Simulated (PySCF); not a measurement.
**From computed data to an observable: oscillator strength and radiative lifetime**

CH₅AlFN, SMILES [CH3][Al]([NH2])[F].

Coordinates come from a B3LYP-D3(BJ)/def2-SVP optimisation. Other conformers were not sampled.

PySCF with TDA-M06-2X/def2-SVPD puts the first singlet state with f over 0.02 at 6.23 eV (vertical), with the transition dipole (0.000, 0.000, 0.685) in atomic units.

Q: Find the oscillator strength, the wavelength and the radiative lifetime that this transition would have in vacuum if emission retraced absorption.

A: 
|μ|² = 0.4692 au, so |μ| = 1.74 D. ΔE = 6.23/27.211 = 0.2289 hartree. f = (2/3) ΔE |μ|² = 0.072 (the program prints 0.072).
λ = 1239.84/6.23 = 199 nm; ν = 50248 cm⁻¹.
Einstein's coefficient A = 0.6670 ν² f s⁻¹ (ν in cm⁻¹) = 1.2e8 s⁻¹, so τ = 1/A = 8.3 ns. This state is S1. The figure is the radiative limit of this one transition; relaxation, internal conversion, crossing to triplets and a medium change what is measured.
